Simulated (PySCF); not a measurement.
**Radial density of S²⁺ (sulfur, charge +2)**

BHandHLYP, [Ne] 3s2 3p2, high-spin 3P determinant. Computed with PySCF 2.14 in aug-cc-pVTZ-DK (6s5p3d2f, 50 functions), with scalar relativity by spin-free X2C-1e.

| r (bohr) | 4πr²ρ (e/bohr) | 4πr²(ρα − ρβ) |
| --- | --- | --- |
| 0.00210 | 0.1637 | 0.0000 |
| 0.00352 | 0.4236 | 0.0000 |
| 0.00593 | 1.070 | 0.0001 |
| 0.00997 | 2.584 | 0.0002 |
| 0.0168 | 5.749 | 0.0005 |
| 0.0282 | 11.12 | 0.0019 |
| 0.0474 | 16.96 | 0.0085 |
| 0.0798 | 17.77 | 0.0386 |
| 0.134 | 12.74 | 0.1361 |
| 0.226 | 14.07 | 0.2815 |
| 0.380 | 17.33 | 0.1914 |
| 0.639 | 7.479 | 0.0198 |
| 1.07 | 2.778 | 0.9127 |
| 1.81 | 2.276 | 1.1563 |
| 3.04 | 0.2965 | 0.1911 |
| 5.11 | 0.003145 | 0.0026 |
| 8.60 | 1.128e-05 | 0.0000 |

Densities and radii are taken from the X2C orbitals without a picture-change correction, which distorts them close to the nucleus.
